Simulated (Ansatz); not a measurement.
Ideal-gas functions of `[OH2+][Al-]([Cl])([Cl])[Cl]` at 600 K and 1 bar, from an Ansatz frequency run at PBE0-D4/def2-TZVP.

Molar mass 151.36 g/mol, point group Cs (symmetry number 1), electronic degeneracy 1, moments of inertia 312.021, 315.928, 460.15 u Å². Harmonic wavenumbers (cm⁻¹, unscaled): 103, 116, 156, 166, 176, 194, 379, 448, 482, 538, 605, 713, 1617, 3766, 3859.

Use S(trans) = R[1.5 ln M + 2.5 ln T − 1.1517]; rotational temperatures θ = 24.2544 K / I; S(rot) = R[ln(√π/σ · √(T³/θAθBθC)) + 1.5]; for each mode x = 1.438777 ν̃/T, S = R[x/(eˣ − 1) − ln(1 − e⁻ˣ)] and H = RT x/(eˣ − 1); 1 cm⁻¹ = 0.0119627 kJ/mol; R = 8.31446 J/(mol·K).

Q: By hand: the entropy, in J/(mol·K).

A: Translation 186.0. Rotation: θ = 0.0777, 0.0768, 0.0527 K, giving 130.5. Vibration, mode by mode: 19.96, 18.98, 16.54, 16.03, 15.55, 14.75, 9.39, 8.11, 7.56, 6.75, 5.91, 4.80, 0.86, 0.01, 0.01, in all 145.2. Electronic 0.0. Sum 461.7 J/(mol·K).

Q: By hand: H − E and G − E in kJ/mol, counted from the electronic energy.

A: Zero-point energy ½ × 13318 × 0.0119627 = 79.7; thermal vibration 40.3; translation, rotation and pV give 4 RT = 20.0. H − E = 140.0 kJ/mol, and G − E = 140.0 − 600 × 461.7/1000 = -137.0 kJ/mol.

Vibration gives 31 % of the entropy, 38.9 J/(mol·K) of it from the modes under 150 cm⁻¹: soft modes count most, and the harmonic formula is weakest for them. The sum counts one conformer and one mirror image; others add a mixing term.
